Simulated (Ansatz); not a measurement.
The cluster Be2Br2⁺ was relaxed with PBE-D4 (def2-TZVP) in Ansatz in these states: charge +1 doublet, charge +1 quartet. The geometries follow in no particular order.

A:

Cartesian coordinates in Å:
```
Be 0.775 0.145 0.399
Be 0.288 0.763 -1.875
Br -0.289 0.053 2.181
Br -0.775 -0.961 -0.706
```

B:

Cartesian coordinates in Å:
```
Be -0.663 -0.476 0.326
Be 1.790 1.271 -0.887
Br -1.965 -0.121 1.674
Br 0.838 -0.674 -1.114
```

Q: Judge from the bond lengths which geometry belongs to which state (an estimate).

A: A is the charge +1 quartet (Be1–Br3 2.077 Å, Be2–Br4 2.338 Å, Be1–Br4 2.201 Å); B is the charge +1 doublet (Be1–Br3 1.908 Å, Be2–Br4 2.178 Å, Be1–Br4 2.089 Å).
